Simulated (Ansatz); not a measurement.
Ansatz results at the PBE0-D4/def2-TZVP geometry: HOMO energy (PBE/def2-TZVPP) -6.59 eV; HOMO–LUMO gap (B3LYP/def2-TZVPP) 7.22 eV; HOMO energy (PBE0/def2-TZVPP) -8.02 eV.

Task: Which molecule gave them?
A. `FC1OC[SiH2]1`
B. `C/C=N/C(=O)O`
C. `F[SiH2][GeH2][SiH3]`
D. `C[CH](F)[ZnH]`

Result: A. The others give `F[SiH2][GeH2][SiH3]`: -6.90, 6.96, -7.99; `C/C=N/C(=O)O`: -6.14, 5.97, -7.73; `C[CH](F)[ZnH]`: -5.84, 5.99, -7.07.

B3LYP here is the variant with VWN-RPA as its local correlation; programs differ in this.
